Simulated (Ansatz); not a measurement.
**Energy profile**

The step: HF + OH → H₂O + F; bonds formed: H1–O3; bonds broken: H1–F2 (atoms numbered as in the saddle structure below).

```json
{"atom": "H1", "x (Å)": "-0.4909", "y (Å)": "-0.1724", "z (Å)": "-0.1858"}
{"atom": "F2", "x (Å)": "-0.9098", "y (Å)": "1.0449", "z (Å)": "0.0207"}
{"atom": "O3", "x (Å)": "0.3087", "y (Å)": "-0.6624", "z (Å)": "0.2549"}
{"atom": "H4", "x (Å)": "1.0919", "y (Å)": "-0.2101", "z (Å)": "-0.0897"}
```

Electronic energies by CCSD(T) at an estimated basis limit (MP2 extrapolated from triple and quadruple zeta, plus CCSD(T) − MP2 in triple zeta), on PBE0-D4/def2-TZVP structures; H2OF, doublet; no counterpoise correction; spin–orbit coupling, which lowers free halogen atoms and radicals such as OH and SH, is left out. Program: Ansatz 0.2.0. Basis: def2-TZVPP and def2-QZVPP. Cores are frozen in the correlated methods; orbitals are unrestricted. Extrapolation: Hartree–Fock as exp(−7.88 √X), correlation as X^−2.97.

Q: Give the profile in eV, counted from the separated reactants. (Judge from chemistry; the value comes from the calculation.)

A: By the calculation:
```tsv
point	eV
separated: HF (H1, F2; singlet) + OH (O3, H4; doublet)	0.000
start structure	-0.258
saddle	0.834
end structure	0.574
separated: H2O (H1, O3, H4; singlet) + F (F2; doublet)	0.688
```

No T1 diagnostic of these runs exceeds 0.056. ⟨S²⟩ of the unrestricted Hartree–Fock references: 0.76 to 0.77 (a pure state has 0.75). The T1 diagnostic is large here, which may signal multireference character or strong orbital relaxation, so CCSD(T) is less sure.

For scale, one of the runs: CCSD(T)/def2-TZVPP, 90 basis functions, launched by `ansatz run in.yaml --threads 2 --pin off --events-out ev --progress --plain --max-ram 4352MiB`. Hardware: 2 CPU threads of an Arm Neoverse V1, shared host. Wall time about 10 s.
